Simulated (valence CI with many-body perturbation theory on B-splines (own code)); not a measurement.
# E1 transitions of Zr26+

Calculated by configuration interaction combined with many-body perturbation theory (CI+MBPT): four valence electrons over a frozen Dirac-Fock core [Ne], a basis of 11 s, 11 p, 10 d, 8 f, 5 g, 2 h functions for each j, with the one-electron correlation potential Σ1 (screened to all orders), the two-electron term Σ2, the three-electron term Σ3, Breit, model QED; selected single and double excitations, second order for the rest, scaled by the run's own slope (own B-spline code, finite nucleus).

The last digits are not significant, and no measured levels were compared; by estimate large intervals hold to a few tenths of a per cent, small ones and those within an open d or f shell to about a per cent. Among the levels kept, up to 700 cm⁻¹ of a level comes from second order outside the variational space, and about a tenth of that is noise between levels of different J, which matters for small intervals.

Lines 151 to 200 of 551 in falling wavelength, among levels below 333.99 eV, chosen from the strongest by gf and those to the six lowest levels. Wavelengths and rates use the calculated energies. Electric multipoles are in the length gauge, E1 and E2 with the static RPA response of the core. Weak lines are less certain than strong ones. Lines between different terms over intervals too small for the method are left out, as are lines whose strength nearly cancels. Where a level lies close to another of its J and parity, the split of strength between their lines is uncertain. The highest levels of a list are the least certain.

Names give the largest LS component (configuration and term), which can be under half, so a name can repeat, a term be missing and a line seem to break the LS rules; names also repeat where a configuration has a term twice. Letters in brackets count levels of one name in rising energy.

| λ vac (Å) | Upper | Lower | A (s⁻¹) | S (a.u.) |
| --- | --- | --- | --- | --- |
| 121.9 | 3p3 3d 3D°_3 | 3s 3p2 3d 3F_2 [b] | 6.17e+09 | 3.86e-02 |
| 121.9 | 3s 3p 3d2 5D°_4 [b] | 3s 3p2 3d 3G_5 | 1.18e+10 | 9.52e-02 |
| 121.8 | 3p3 3d 3F°_4 [b] | 3s 3p2 3d 3F_3 [b] | 1.70e+10 | 1.37e-01 |
| 121.7 | 3s 3p 3d2 3P°_2 | 3s 3p2 3d 1P_1 [a] | 1.80e+10 | 8.03e-02 |
| 121.6 | 3s 3p2 3d 3D_1 [c] | 3s2 3p 3d 3F°_2 | 2.92e+10 | 7.77e-02 |
| 121.3 | 3s 3p2 3d 3F_2 [c] | 3s2 3p 3d 3F°_3 | 8.55e+09 | 3.77e-02 |
| 121.3 | 3s 3p2 3d 1D_2 [c] | 3s2 3p 3d 3P°_1 | 1.63e+10 | 7.17e-02 |
| 121.2 | 3s 3p 3d2 5F°_5 | 3s 3p2 3d 3G_4 | 7.70e+09 | 7.45e-02 |
| 121.2 | 3s 3p 3d2 3G°_3 [c] | 3s 3p2 3d 3D_2 [b] | 1.82e+10 | 1.12e-01 |
| 121.1 | 3p3 3d 3G°_5 | 3s 3p2 3d 5D_4 | 8.57e+09 | 8.27e-02 |
| 121.1 | 3s 3p2 3d 3D_1 [e] | 3s2 3p 3d 3P°_0 | 6.00e+10 | 1.58e-01 |
| 121.0 | 3s 3p2 3d 5F_2 | 3s 3p3 5S°_2 | 4.96e+09 | 2.17e-02 |
| 120.9 | 3s2 3p 3d 3P°_1 | 3s2 3p2 1S_0 | 8.97e+08 | 2.35e-03 |
| 120.7 | 3s 3p2 3d 3D_1 [a] | 3s2 3p 3d 1D°_2 | 3.34e+10 | 8.70e-02 |
| 120.7 | 3s 3p 3d2 5D°_4 [c] | 3s 3p2 3d 3G_5 | 1.17e+10 | 9.15e-02 |
| 120.7 | 3p3 3d 3F°_3 [a] | 3p4 3P_2 | 1.20e+10 | 7.26e-02 |
| 120.6 | 3s2 3p 3d 3F°_2 | 3s2 3p2 3P_1 | 6.98e+08 | 3.02e-03 |
| 120.6 | 3p3 3d 3D°_1 [c] | 3s 3p2 3d 3D_2 [a] | 2.33e+10 | 6.05e-02 |
| 120.5 | 3s 3p 3d2 3F°_3 | 3s 3p2 3d 3D_3 [a] | 7.51e+09 | 4.54e-02 |
| 120.3 | 3s 3p2 3d 3P_2 | 3s2 3p 3d 3F°_3 | 3.72e+10 | 1.60e-01 |
| 120.2 | 3s 3p 3d2 3F°_3 | 3s 3p2 3d 3G_4 | 2.49e+10 | 1.50e-01 |
| 120.0 | 3s 3p2 3d 3F_3 [c] | 3s2 3p 3d 3F°_3 | 4.65e+10 | 2.78e-01 |
| 119.9 | 3p3 3d 1G°_4 | 3s 3p2 3d 5F_5 | 5.18e+09 | 3.96e-02 |
| 119.9 | 3p3 3d 3G°_4 | 3s 3p2 3d 5F_3 [b] | 1.46e+10 | 1.11e-01 |
| 119.8 | 3s 3p2 3d 3G_3 | 3s2 3p 3d 1D°_2 | 2.46e+10 | 1.46e-01 |
| 119.7 | 3p3 3d 3G°_4 | 3s 3p2 3d 5F_4 | 7.42e+09 | 5.65e-02 |
| 119.5 | 3s 3p2 3d 3F_4 [c] | 3s2 3p 3d 3F°_4 | 8.68e+10 | 6.58e-01 |
| 119.4 | 3s 3p2 3d 5D_3 | 3s 3p3 3D°_3 | 9.87e+09 | 5.80e-02 |
| 119.4 | 3p3 3d 3F°_2 [c] | 3s 3p2 3d 3G_3 | 4.63e+10 | 1.94e-01 |
| 119.3 | 3s 3p3 3S°_1 | 3s2 3p2 3P_2 | 9.38e+10 | 2.36e-01 |
| 119.1 | 3s 3p 3d2 5D°_3 [b] | 3s 3p2 3d 3F_4 [a] | 1.62e+10 | 9.46e-02 |
| 119.1 | 3s 3p3 1P°_1 | 3s2 3p2 1D_2 | 5.62e+10 | 1.40e-01 |
| 119.0 | 3s 3p 3d2 3D°_3 | 3s 3p2 3d 3P_2 | 1.68e+10 | 9.76e-02 |
| 118.9 | 3p3 3d 3F°_4 [b] | 3s 3p2 3d 3D_3 [a] | 1.12e+10 | 8.37e-02 |
| 118.9 | 3s 3p2 3d 5P_2 [a] | 3s 3p3 3D°_3 | 2.26e+10 | 9.37e-02 |
| 118.6 | 3s 3p 3d2 3G°_4 | 3s 3p2 3d 3D_3 [b] | 9.12e+09 | 6.76e-02 |
| 118.6 | 3p3 3d 3D°_2 [a] | 3s 3p2 3d 5F_2 | 1.84e+10 | 7.55e-02 |
| 118.4 | 3s 3p 3d2 5G°_3 | 3s 3p2 3d 5D_2 | 9.23e+09 | 5.29e-02 |
| 118.4 | 3s 3p2 3d 1D_2 [c] | 3s2 3p 3d 3D°_3 | 2.68e+10 | 1.10e-01 |
| 118.3 | 3p3 3d 5D°_1 | 3s 3p2 3d 5F_1 | 2.19e+10 | 5.39e-02 |
| 118.3 | 3s 3p 3d2 3H°_5 | 3s 3p2 3d 3G_4 | 4.06e+10 | 3.64e-01 |
| 118.2 | 3s 3p2 3d 1D_2 [e] | 3s2 3p 3d 1P°_1 | 5.64e+10 | 2.30e-01 |
| 118.1 | 3s 3p 3d2 3H°_4 | 3s 3p2 3d 3G_3 | 4.88e+10 | 3.57e-01 |
| 118.1 | 3s 3p2 3d 3D_3 [d] | 3s2 3p 3d 3F°_4 | 7.23e+10 | 4.11e-01 |
| 118.0 | 3s 3p3 3P°_2 | 3s2 3p2 3P_2 | 7.07e+07 | 2.87e-04 |
| 117.7 | 3p3 3d 3F°_3 [c] | 3s 3p2 3d 5P_2 [b] | 2.42e+10 | 1.36e-01 |
| 117.7 | 3s 3p 3d2 5D°_3 [a] | 3s 3p2 3d 3F_3 [a] | 8.14e+09 | 4.58e-02 |
| 117.4 | 3p3 3d 3D°_1 [c] | 3s 3p2 3d 3D_1 [b] | 1.77e+10 | 4.25e-02 |
| 117.4 | 3p3 3d 1D°_2 | 3p4 1D_2 | 1.50e+10 | 5.99e-02 |
| 117.3 | 3s 3p 3d2 5D°_4 [b] | 3s 3p2 3d 3F_3 [b] | 1.30e+10 | 9.30e-02 |
